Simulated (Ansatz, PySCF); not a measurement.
GaH7OSi2, SMILES [OH][Ga]([SiH3])[SiH3]. Atoms are numbered in the order given.

```xyz
11

Ga    -0.3790    -0.1871    -0.0043
O     -1.9140    -1.1323     0.0474
H     -1.8779    -1.9506     0.5653
Si    -0.6309     1.8139    -1.3280
H      0.3427     1.8068    -2.4601
H     -0.3353     3.0196    -0.4982
H     -2.0051     1.9483    -1.8860
Si     1.5479    -1.0453     1.1930
H      2.0028    -0.0618     2.2196
H      2.6841    -1.2756     0.2526
H      1.2535    -2.3342     1.8864
```

Coordinates come from a TPSSh-D3(BJ)/def2-SVP optimisation. Other conformers were not sampled.

Two levels are set side by side: PBE-D3(BJ)/def2-SVP (Ansatz, an electronic-structure program) and TPSSh-D3(BJ)/def2-SVP (PySCF). Each level has its own optimised geometry; the coordinates shown are those of the second. Frequencies come from the Hessian of PySCF at each geometry. Differences are taken from unrounded values.

| quantity | TPSSh-D3(BJ) |
|---|---|
| mean bond length (Å) | 1.656 |
| bond Ga1–O2 (Å) | 1.803 |
| bond Ga1–Si4 (Å) | 2.412 |
| bond Ga1–Si8 (Å) | 2.425 |
| bond O2–H3 (Å) | 0.969 |
| bond Si4–H5 (Å) | 1.493 |
| bond Si4–H6 (Å) | 1.493 |
| bond Si4–H7 (Å) | 1.489 |
| bond Si8–H9 (Å) | 1.493 |
| bond Si8–H10 (Å) | 1.493 |
| bond Si8–H11 (Å) | 1.493 |
| highest harmonic wavenumber (cm⁻¹) | 3805 |
| mean harmonic wavenumber (cm⁻¹) | 1019 |
| zero-point energy (kcal/mol) | 39.33 |

### Question
What does PBE-D3(BJ) give, and how far is it from TPSSh-D3(BJ)? (The exact figures need the calculation; the answer reports its results.)

### Answer

```json
[
 {"quantity": "mean bond length (Å)", "PBE-D3(BJ)": "1.669", "PBE-D3(BJ) minus TPSSh-D3(BJ)": "0.012"},
 {"quantity": "bond Ga1–O2 (Å)", "PBE-D3(BJ)": "1.817", "PBE-D3(BJ) minus TPSSh-D3(BJ)": "0.013"},
 {"quantity": "bond Ga1–Si4 (Å)", "PBE-D3(BJ)": "2.417", "PBE-D3(BJ) minus TPSSh-D3(BJ)": "0.004"},
 {"quantity": "bond Ga1–Si8 (Å)", "PBE-D3(BJ)": "2.431", "PBE-D3(BJ) minus TPSSh-D3(BJ)": "0.005"},
 {"quantity": "bond O2–H3 (Å)", "PBE-D3(BJ)": "0.975", "PBE-D3(BJ) minus TPSSh-D3(BJ)": "0.006"},
 {"quantity": "bond Si4–H5 (Å)", "PBE-D3(BJ)": "1.508", "PBE-D3(BJ) minus TPSSh-D3(BJ)": "0.015"},
 {"quantity": "bond Si4–H6 (Å)", "PBE-D3(BJ)": "1.508", "PBE-D3(BJ) minus TPSSh-D3(BJ)": "0.015"},
 {"quantity": "bond Si4–H7 (Å)", "PBE-D3(BJ)": "1.505", "PBE-D3(BJ) minus TPSSh-D3(BJ)": "0.015"},
 {"quantity": "bond Si8–H9 (Å)", "PBE-D3(BJ)": "1.508", "PBE-D3(BJ) minus TPSSh-D3(BJ)": "0.015"},
 {"quantity": "bond Si8–H10 (Å)", "PBE-D3(BJ)": "1.508", "PBE-D3(BJ) minus TPSSh-D3(BJ)": "0.015"},
 {"quantity": "bond Si8–H11 (Å)", "PBE-D3(BJ)": "1.508", "PBE-D3(BJ) minus TPSSh-D3(BJ)": "0.016"},
 {"quantity": "highest harmonic wavenumber (cm⁻¹)", "PBE-D3(BJ)": "3729", "PBE-D3(BJ) minus TPSSh-D3(BJ)": "-77"},
 {"quantity": "mean harmonic wavenumber (cm⁻¹)", "PBE-D3(BJ)": "980", "PBE-D3(BJ) minus TPSSh-D3(BJ)": "-39"},
 {"quantity": "zero-point energy (kcal/mol)", "PBE-D3(BJ)": "37.83", "PBE-D3(BJ) minus TPSSh-D3(BJ)": "-1.50"}
]
```

GGA bonds tend to be longer and softer than those of functionals with exact exchange. Differences between two approximate levels are no errors against the true value.
